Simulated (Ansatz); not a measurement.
CH2ClI, SMILES `ClCI` at its PBE0-D4/def2-TZVP geometry, where that method's forces vanish. Total charge 0; spin multiplicity 1. I: def2 effective core potential.

| atom | x (Å) | y (Å) | z (Å) |
| --- | --- | --- | --- |
| Cl1 | -0.4787 | 1.6609 | -0.0116 |
| C2 | 0.0383 | -0.0025 | 0.1918 |
| I3 | 0.0121 | -1.1437 | -1.6127 |
| H4 | -0.6337 | -0.5005 | 0.8824 |
| H5 | 1.0620 | -0.0141 | 0.5501 |

For each bond, give half the difference of the two atoms' forces along it (eV/Å; positive pushes the atoms apart) under PBE-D4, r2SCAN-D4, B3LYP-D4, ωB97M-V in def2-TZVPP. (Estimate.)

The calculation gave: 
```json
{"bond": "Cl1–C2", "length (Å)": "1.754", "PBE-D4": "0.19", "r2SCAN-D4": "0.18", "B3LYP-D4": "0.35", "ωB97M-V": "0.23"}
{"bond": "C2–I3", "length (Å)": "2.135", "PBE-D4": "0.24", "r2SCAN-D4": "0.22", "B3LYP-D4": "0.30", "ωB97M-V": "-0.10"}
{"bond": "C2–H4", "length (Å)": "1.085", "PBE-D4": "0.09", "r2SCAN-D4": "-0.09", "B3LYP-D4": "-0.18", "ωB97M-V": "-0.11"}
{"bond": "C2–H5", "length (Å)": "1.085", "PBE-D4": "0.09", "r2SCAN-D4": "-0.09", "B3LYP-D4": "-0.18", "ωB97M-V": "-0.11"}
```

B3LYP here is the variant with VWN-RPA as its local correlation; programs differ in this.

All numbers were calculated with Ansatz.
